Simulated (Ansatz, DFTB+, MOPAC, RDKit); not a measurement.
System: C$_{4}$H$_{2}$, charge 0, multiplicity 1. SMILES: C#CC#C

Atoms: C1, C2, C3, C4, H5, H6. Bonds: C1-C2, C1-H5, C2-C3, C3-C4, C4-H6.

Bond lengths (Å) and angles (degrees) optimised at UFF with RDKit; MMFF94 with RDKit; MNDO with MOPAC; SCC-DFTB with DFTB+; HF/3-21G with Ansatz (an electronic-structure program); B3LYP/LANL2DZ with Ansatz, each started from the B3LYP-D3(BJ)/def2-TZVP structure (Ansatz) of the last column. A row stands for all coordinates that are equal there. No wavenumbers were computed at UFF, MMFF94, MNDO, SCC-DFTB, B3LYP/LANL2DZ, so these may be saddle points.

```tsv
coordinate	UFF	MMFF94	MNDO	SCC-DFTB	HF/3-21G	B3LYP/LANL2DZ	B3LYP-D3(BJ)/def2-TZVP
C1-C2	1.205	1.200	1.199	1.214	1.190	1.227	1.205
C1-H5	1.058	1.065	1.050	1.074	1.051	1.067	1.062
C2-C3	1.412	1.540	1.368	1.393	1.373	1.376	1.364
C1-C2-C3	180.0	180.0	180.0	180.0	180.0	180.0	180.0
C2-C1-H5	180.0	180.0	180.0	180.0	180.0	180.0	180.0
```

Mean signed difference of all 5 bond lengths from B3LYP-D3(BJ)/def2-TZVP: UFF 0.008 Å, MMFF94 0.034 Å, MNDO -0.006 Å, SCC-DFTB 0.014 Å, HF/3-21G -0.009 Å, B3LYP/LANL2DZ 0.013 Å.
